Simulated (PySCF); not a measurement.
# LuOF relaxed at several levels

Computed with PySCF 2.14.0, PBE0, def2-SVP on the ligands, density fitting, scalar-relativistic core potentials, no spin-orbit coupling, vacuum. Each row is relaxed at its own level from the same template. Distances are means of the shortest metal–ligand contacts, charges and spins Mulliken's. lcecp potentials hold a fixed number of 4f electrons in the core, out of states, spins and gaps.

```tsv
level	basis on the metal	point group	M–O (Å)	M–F (Å)	charge on M (e)	dipole (D)	HOMO–LUMO gap (eV)	strongest infrared band, degenerate modes summed (cm⁻¹)	unstable modes (below −25 cm⁻¹)
PBE0	lcecp-1-SVP with ECP60	Cs	1.806	1.980	0.87	7.61	–	842	0
```

Question: What does the calculation give for PBE0, def2-SVP with ECP28?

Answer: point group: Cs, M–O (Å): 1.792, M–F (Å): 1.953, charge on M (e): 1.03, dipole (D): 7.48, HOMO–LUMO gap (eV): 3.76, strongest infrared band, degenerate modes summed (cm⁻¹): 865, unstable modes (below −25 cm⁻¹): 0.
```xyz
3

Lu    0.0116    0.0000   -0.3224
O     1.4803    0.0000    0.7049
F    -1.6017    0.0000    0.7788
```

One start shape was tried for each, so a minimum needn't be the lowest isomer.
